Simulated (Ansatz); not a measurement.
A set of 12 reactions (ligand exchange), with CCSD(T)/CBS values in kJ/mol:

```json
{"reaction": "`O[SiH](S)[SiH2][SiH3]` + `BNC=C` → `BN(C=C)[SiH2][SiH3]` + `O[SiH2]S`", "ΔE": "-28.7"}
{"reaction": "`[SiH3]C1[SiH2]S1` + `C#C[SeH]` → `C#C[Se][SiH3]` + `C1[SiH2]S1`", "ΔE": "-52.7"}
{"reaction": "`[CH3][Sb]([NH2])[SiH3]` + `O=C[TeH]` → `O=C[Te][SiH3]` + `[CH3][SbH][NH2]`", "ΔE": "-30.7"}
{"reaction": "`F[SiH](F)[SiH3]` + `O[SiH3]` → `F[SiH]([SiH3])O[SiH3]` + H–F", "ΔE": "17.4"}
{"reaction": "`[CH3][GeH]([OH])[F]` + HBr → `[CH3][GeH]([F])[Br]` + H₂O", "ΔE": "-44.8"}
{"reaction": "`BBCl` + `NB(O)Cl` → `BOB(N)Cl` + `BCl`", "ΔE": "-131.6"}
{"reaction": "`C[SiH2][SiH](O)Cl` + HBr → `O[SiH](Cl)Br` + `C[SiH3]`", "ΔE": "-105.6"}
{"reaction": "`[OH][Al]([O][SiH3])[O][SiH3]` + `OBS` → `OBS[SiH3]` + `[OH][Al]([OH])[O][SiH3]`", "ΔE": "56.3"}
{"reaction": "`[CH3][AlH][CH2][SiH2]F` + `N[Si](F)(Cl)Cl` → `F[SiH2]N[Si](F)(Cl)Cl` + `[CH3][AlH][CH3]`", "ΔE": "-48.8"}
{"reaction": "`N=[C](O)[AlH][F]` + `O[SiH3]` → `[F][AlH][O][SiH3]` + `N=CO`", "ΔE": "-182.2"}
{"reaction": "`N#[C][Ge]([F])([F])[F]` + HBr → `[F][Ge]([F])([F])[Br]` + `C#N`", "ΔE": "-75.8"}
{"reaction": "`[AlH2][SiH2]Cl` + `[NH2][AlH2]` → `[AlH2][NH][AlH2]` + `[SiH3]Cl`", "ΔE": "-101.0"}
```

Gas-phase electronic energies from Ansatz, PBE0-D4/def2-TZVP geometries. CCSD(T)/CBS is the MP2 limit (def2-TZVPP, def2-QZVPP) plus CCSD(T) − MP2 in def2-TZVPP, frozen cores. This one scheme is used for every species. DFT in def2-TZVPP. B3LYP here is the variant with VWN-RPA as its local correlation; programs differ in this. Elements past krypton have def2 core potentials. For Br, Ge, Sb, Se, Te outer-core shells are correlated without core-valence functions, which leaves a few kJ/mol of doubt a bond. Scalar relativity is left out up to krypton. One conformer a species, not always the lowest.

Give the mean, mean absolute and largest difference (level minus CCSD(T)/CBS, kJ/mol) for: PBE-D4, r2SCAN-D4, B3LYP-D4, ωB97M-V, B2PLYP, r2SCAN, PBE0, HF/def2-TZVPP, MP2/def2-TZVPP, SCS-MP2/def2-TZVPP, CCSD/def2-TZVPP, HF/def2-QZVPP, SCS-MP2/def2-QZVPP, CCSD/CBS(def2). (Estimate.)

The calculation gave: 
| level | mean | mean absolute | largest |
| --- | --- | --- | --- |
| PBE-D4 | 6.5 | 10.7 | 23.5 |
| r2SCAN-D4 | 1.9 | 3.7 | 11.6 |
| B3LYP-D4 | 1.5 | 2.6 | 6.3 |
| ωB97M-V | 0.2 | 1.8 | 5.6 |
| B2PLYP | 0.5 | 3.2 | 8.6 |
| r2SCAN | 2.1 | 4.0 | 12.6 |
| PBE0 | 4.7 | 7.9 | 20.8 |
| HF/def2-TZVPP | -2.8 | 9.9 | 30.2 |
| MP2/def2-TZVPP | -3.1 | 4.2 | -12.0 |
| SCS-MP2/def2-TZVPP | -1.8 | 5.9 | -11.7 |
| CCSD/def2-TZVPP | 1.4 | 3.4 | 8.8 |
| HF/def2-QZVPP | -3.1 | 10.7 | 32.2 |
| SCS-MP2/def2-QZVPP | -2.6 | 5.2 | -10.5 |
| CCSD/CBS(def2) | 0.0 | 1.3 | 5.3 |

The largest T1 diagnostic in the set is 0.016, for `O=C[TeH]` (customary mark 0.02).

CCSD(T)/CBS is a level of theory with its own doubt, and the functionals carry their triple-zeta basis error, so these figures describe this set and don't rank the functionals.
